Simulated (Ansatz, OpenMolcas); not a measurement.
CH2Se: a line through the functionals

CH2Se: 4 atoms, total charge 0, spin state singlet. As SMILES, `C=[Se]`. The coordinates come from a PBE0-D4/def2-TZVP relaxation.

The electronic atomisation energy y, in eV, basis def2-TZVPP; a is the functional's share of exact exchange. Programs: Ansatz 0.2.0, OpenMolcas 26.06.

```
functional     program     a  y (eV)
      TPSS  OpenMolcas     0   13.45
      BLYP      Ansatz     0   13.25
     B3LYP      Ansatz   0.2   13.17
      PBE0      Ansatz  0.25       ?
   r2SCAN0      Ansatz  0.25   12.91
     BHLYP      Ansatz   0.5   12.59
```

**Question.** Fit y = c + s·a to the known rows and predict PBE0.

**Answer.** 
1. Means of the 5 rows: a = 0.1900, y = 13.074.
2. Σ(Δa)² = 0.172, Σ(Δa·Δy) = -0.2638, so the slope is -0.2638/0.172 = -1.5337.
3. Intercept: 13.074 − (-1.5337) × 0.1900 = 13.365. The largest residual of the fit is 0.12.
4. PBE0: 13.365 + (-1.5337) × 0.25 = 12.98 eV.

The run gave 13.20 eV, so the prediction is off by -0.22 eV, more than the largest residual. The rows mix families of semi-local functionals, which the line can't see.
